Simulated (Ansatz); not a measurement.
Cost and result for the atomization energy of CH₆AlFOSi, SMILES `O[SiH]([AlH2])CF` (11 atoms, 10 bonds).

```
atom    x (Å)    y (Å)    z (Å)
  O1  -2.0188  -0.3589   0.2298
 Si2  -0.5791   0.3540  -0.1782
 Al3   0.8507   0.8398   1.7894
  C4   0.4015  -0.6828  -1.4313
  F5  -0.2944  -0.8532  -2.6222
  H6  -2.0086  -1.0269   0.9155
  H7  -0.9639   1.6060  -0.8863
  H8   2.1460   1.7541   1.6698
  H9   0.4737   0.2298   3.2114
 H10   0.6405  -1.6787  -1.0385
 H11   1.3524  -0.1832  -1.6595
```

Charge 0, multiplicity 1. The structure was optimised at the PBE0-D4/def2-TZVP level. It is one conformer, not always the lowest. Program: Ansatz. All runs use 4 threads of an Arm Neoverse N1 on a shared host. Times are those of one run each, without the atoms' runs, and a repeat can differ threefold. Electronic energies, without spin–orbit coupling; frozen cores. CCSD(T)/CBS adds CCSD(T) − MP2 in def2-TZVPP to the MP2 limit, and its time is that of the two runs behind it. T1 = 0.012. B3LYP takes the VWN-RPA correlation (the form of Gaussian; ORCA's B3LYP/G).

CCSD(T)/CBS is a level of theory with its own doubt, some kJ/mol a heavy atom from the limit and from the frozen cores, so smaller differences don't rank the functionals.

| level | functions | wall time | atomization (kcal/mol) | difference from CCSD(T)/CBS | per bond |
| --- | --- | --- | --- | --- | --- |
| PBE-D4/def2-TZVPP (with forces) | 261 | 4.3 s | 870.9 | 5.1 | 0.5 |
| PBE0-D4/def2-TZVPP | 261 | 5.5 s | 855.6 | -10.2 | -1.0 |
| r2SCAN-D4/def2-TZVPP (with forces) | 261 | 8.5 s | 864.4 | -1.4 | -0.1 |
| B3LYP-D4/def2-TZVPP (with forces) | 261 | 8.5 s | 860.1 | -5.7 | -0.6 |
| B2PLYP/def2-TZVPP | 261 | 9.5 s | 850.9 | -14.9 | -1.5 |
| ωB97X-V/def2-TZVPP | 261 | 14 s | 868.0 | 2.2 | 0.2 |
| ωB97M-V/def2-TZVPP (with forces) | 261 | 20 s | 864.0 | -1.8 | -0.2 |
| MP2/def2-QZVPP | 491 | 37 s | 867.3 | 1.5 | 0.2 |
| CCSD(T)/def2-TZVPP | 261 | 4.5 min | 840.7 | -25.1 | -2.5 |
| CCSD(T)/CBS(def2) | – | 5.1 min | 865.8 | 0.0 | 0.0 |

The D4 term adds +8.1 kcal/mol with B3LYP and +4.3 kcal/mol with PBE0; it sums over pairs of atoms, weighted by their polarisabilities, and B3LYP, whose exchange is more repulsive, gets the larger term. In def2-TZVPP, CCSD(T) changes the Hartree–Fock value by +215.5 kcal/mol (the triples alone add +11.6 kcal/mol) and MP2 by +227.1 kcal/mol; breaking electron pairs costs correlation energy, which Hartree–Fock lacks. From PBE to PBE0 (25 % exact exchange), in def2-TZVPP and without D4, the atomization energy moves by −14.6 kcal/mol: exact exchange takes away binding that semilocal exchange gives to molecules.
